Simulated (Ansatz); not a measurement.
Molecule: sum formula Si2H2F3, charge 0, multiplicity 2. It need not be the lowest isomer of its formula. 
Structure (B3LYP-D3(BJ)/def2-TZVP (Ansatz, a first-principles code) minimum search):
```
Si
F 1 1.5957
F 1 1.5981 2 107.83
H 1 1.4768 2 107.04 3 -115.88
Si 1 2.3549 4 118.88 2 123.22
F 5 1.6148 1 109.40 4 -54.67
H 5 1.4886 6 107.10 1 -122.98
```
Charge 0, spin multiplicity 2.

Dipole moments at this geometry, in debye (magnitudes).

```
level                    program  dipole (D)
-----------------------  -------  ----------
SVWN5/def2-TZVPD          Ansatz        1.25
PBE/def2-TZVPD            Ansatz        1.16
BLYP/def2-TZVPD           Ansatz        1.15
revPBE/def2-TZVPD         Ansatz        1.13
r2SCAN/def2-TZVPD         Ansatz        1.18
B97M-V/def2-TZVPD         Ansatz         ___
B3LYP/def2-TZVPD          Ansatz        1.24
PBE0/def2-TZVPD           Ansatz        1.26
r2SCAN0/def2-TZVPD        Ansatz        1.26
HSE06/def2-TZVPD          Ansatz        1.26
CAM-B3LYP/def2-TZVPD      Ansatz        1.30
wB97X-V/def2-TZVPD        Ansatz        1.27
CCSD(T)/aug-cc-pV(D+d)Z   Ansatz         ___
```

Q: Complete the blanks.

A: 
- B97M-V/def2-TZVPD, dipole (D): 1.07
- CCSD(T)/aug-cc-pV(D+d)Z, dipole (D): 1.25
